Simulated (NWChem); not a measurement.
All runs are NWChem calculations. System: AlO, charge 0, spin multiplicity 2, at a geometry optimised with UB3LYP/def2-SVP. The structure started from a generated list of species. Its SCF solution wasn't tested for a lower state. Level: UHF/def2-TZVP.

Job file:

```
start mol
memory heap 200 mb stack 900 mb global 1100 mb
geometry units angstroms nocenter noautoz
  Al     0.000000     0.000000     0.624139
  O      0.000000     0.000000    -1.014226
  symmetry group C2v
end
basis spherical
  * library def2-tzvp
end
scf
  uhf
  nopen 1
  maxiter 100
  thresh 1e-7
  semidirect memsize 60000000 filesize 0
  # guess.movecs holds the orbitals of an unrestricted PBE0 run
  vectors input guess.movecs output mol.movecs
end
task scf energy
```

Part of the output:

```
             Northwest Computational Chemistry Package (NWChem) 7.3.0
             --------------------------------------------------------

                                NWChem Input Module
                                -------------------

 Scaling coordinates for geometry "geometry" by  1.889725989
 (inverse scale =  0.529177249)

 Turning off AUTOSYM since
 SYMMETRY directive was detected!

                             Geometry "geometry" -> ""
                             -------------------------

 Output coordinates in angstroms (scale by  1.889725989 to convert to a.u.)

  No.       Tag          Charge          X              Y              Z
 ---- ---------------- ---------- -------------- -------------- --------------
    1 Al                  13.0000     0.00000000     0.00000000     0.62413900
    2 O                    8.0000     0.00000000     0.00000000    -1.01422600

 Effective nuclear repulsion energy (a.u.)      33.5910703024

            Nuclear Dipole moment (a.u.)
            ----------------------------
        X                 Y               Z
 ---------------- ---------------- ----------------
     0.0000000000     0.0000000000    -0.0000018897

      Symmetry information
      --------------------

 Group name             C2v
 Group number             16
 Group order               4
 No. of unique centers     2

      Symmetry unique atoms

     1    2


 Summary of "ao basis" -> "" (spherical)
 ------------------------------------------------------------------------------
       Tag                 Description            Shells   Functions and Types
 ---------------- ------------------------------  ------  ---------------------
 *                         def2-tzvp                  on all atoms

 Summary of "ao basis" -> "ao basis" (spherical)
 ------------------------------------------------------------------------------
       Tag                 Description            Shells   Functions and Types
 ---------------- ------------------------------  ------  ---------------------
 Al                        def2-tzvp                13       37   5s5p2d1f
[...]
    45     -0.281847  2 O  pz                48     -0.251474  2 O  pz
    20      0.211844  1 Al pz                17      0.157661  1 Al pz

 Vector   12  Occ=0.000000D+00  E= 5.774605D-02  Symmetry=b2
              MO Center=  2.5D-15, -2.0D-14,  8.4D-01, r^2= 5.1D+00
   Bfn.  Coefficient  Atom+Function         Bfn.  Coefficient  Atom+Function
  ----- ------------  ---------------      ----- ------------  ---------------
    19      0.885042  1 Al py                16      0.224613  1 Al py
    50     -0.215486  2 O  py

 Vector   13  Occ=0.000000D+00  E= 5.774605D-02  Symmetry=b1
              MO Center=  5.9D-14, -8.6D-16,  8.4D-01, r^2= 5.1D+00
   Bfn.  Coefficient  Atom+Function         Bfn.  Coefficient  Atom+Function
  ----- ------------  ---------------      ----- ------------  ---------------
    18      0.885042  1 Al px                15      0.224613  1 Al px
    49     -0.215486  2 O  px

 center of mass
 --------------
 x =   0.00000000 y =   0.00000000 z =   0.02716443

 moments of inertia (a.u.)
 ------------------
          96.258034831943           0.000000000000           0.000000000000
           0.000000000000          96.258034831943           0.000000000000
           0.000000000000           0.000000000000           0.000000000000

  Mulliken analysis of the total density
  --------------------------------------

    Atom       Charge   Shell Charges
 -----------   ------   -------------------------------------------------------
    1 Al  13    12.54   2.00  0.66  1.32  1.07  0.68  2.91  2.28  0.82  0.41  0.16  0.11  0.08  0.05
    2 O    8     8.46   0.79  1.18  0.59  0.98  0.29  1.77  1.92  0.91  0.00  0.01  0.00

  Mulliken analysis of the alpha density
  --------------------------------------

    Atom       Charge   Shell Charges
 -----------   ------   -------------------------------------------------------
    1 Al  13     6.35   1.00  0.33  0.66  0.50  0.40  1.46  1.14  0.41  0.27  0.09  0.06  0.02  0.02
    2 O    8     4.65   0.40  0.59  0.31  0.51  0.13  1.09  1.16  0.46  0.00  0.00  0.00

   Mulliken analysis of the beta density
   -------------------------------------

    Atom       Charge   Shell Charges
 -----------   ------   -------------------------------------------------------
    1 Al  13     6.19   1.00  0.33  0.66  0.57  0.29  1.45  1.14  0.41  0.14  0.07  0.05  0.05  0.02
    2 O    8     3.81   0.40  0.59  0.29  0.48  0.16  0.67  0.76  0.45  0.00  0.00  0.00

   Mulliken analysis of the spin density
   -------------------------------------

    Atom       Charge   Shell Charges
 -----------   ------   -------------------------------------------------------
    1 Al  13     0.16  -0.00 -0.00  0.00 -0.08  0.11  0.01  0.00  0.00  0.13  0.02  0.01 -0.03 -0.00
    2 O    8     0.84  -0.00 -0.00  0.02  0.03 -0.03  0.42  0.39  0.01  0.00 -0.00  0.00

       Multipole analysis of the density wrt the origin
       ------------------------------------------------

     L   x y z        total         alpha         beta         nuclear
     -   - - -        -----         -----         ----         -------
     0   0 0 0     -0.000000    -11.000000    -10.000000     21.000000

     1   1 0 0      0.000000     -0.000000      0.000000      0.000000
     1   0 1 0     -0.000000     -0.000000     -0.000000      0.000000
     1   0 0 1      0.871618      0.806157      0.065463     -0.000002

     2   2 0 0    -12.090433     -6.187533     -5.902901      0.000000
     2   1 1 0      0.000000      0.000000      0.000000      0.000000
     2   1 0 1     -0.000000      0.000000     -0.000000      0.000000
     2   0 2 0    -12.090433     -6.187533     -5.902901      0.000000
     2   0 1 1      0.000000      0.000000      0.000000      0.000000
     2   0 0 2    -14.837773    -35.267476    -27.041807     47.471509

 Task  times  cpu:        1.1s     wall:        1.1s

 Total times  cpu:        1.1s     wall:        1.1s
```
